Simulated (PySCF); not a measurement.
**Germanium: a sound run and one with changed settings**

Sound run: Ge [Ar] 3d10 4s2 4p2, Ge⁺ [Ar] 3d10 4s2 4p1. Computed with PySCF 2.14 in x2c-TZVPall, with the spin-free X2C one-electron Hamiltonian (Gaussian nucleus). The sound run starts from symmetry-adapted Hartree-Fock orbitals and uses a fine grid where one is needed.

Changed run: 26 angular points. This setting is unsound on purpose.

| species | method | sound run (hartree) | changed run (hartree) | converged |
| --- | --- | --- | --- | --- |
| Ge | UHF | -2097.04821 | -2097.04821 | yes |
| Ge | PBE0 | -2098.45191 | -2098.45194 | yes |
| Ge | r2SCAN | -2098.69332 | -2098.69381 | yes |
| Ge⁺ | UHF | -2096.77574 | -2096.77574 | yes |
| Ge⁺ | PBE0 | -2098.16085 | -2098.16090 | yes |
| Ge⁺ | r2SCAN | -2098.39735 | -2098.39851 | yes |

Ionisation energy of Ge:

```tsv
method	sound run (eV)	changed run (eV)
UHF	7.414	7.414
PBE0	7.920	7.920
r2SCAN	8.054	8.036
```

A coarse angular grid integrates products of high-l functions wrongly, so density functionals can shift, and the SCF can exploit the error; Hartree-Fock and MP2 need no grid.

For comparison, NIST gives 7.899 eV between the lowest levels.
